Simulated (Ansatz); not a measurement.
Species: H₂OS, SMILES `OS` (H–O–S–H torsion 91°) (charge 0, multiplicity 1).

Question: Give a relaxed geometry from B3LYP-D3(BJ)/def2-TZVP run with Ansatz (a quantum-chemistry and plane-wave program).

Answer: This is not unique; one that fits is the end point of this relaxation, one of several conformers (outside a Z-matrix the atoms follow the SMILES, hydrogens last).
Z-matrix (Å, degrees):
```
O
H 1 0.9655
S 1 1.6736 2 107.64
H 3 1.3510 1 98.56 2 -91.28
```
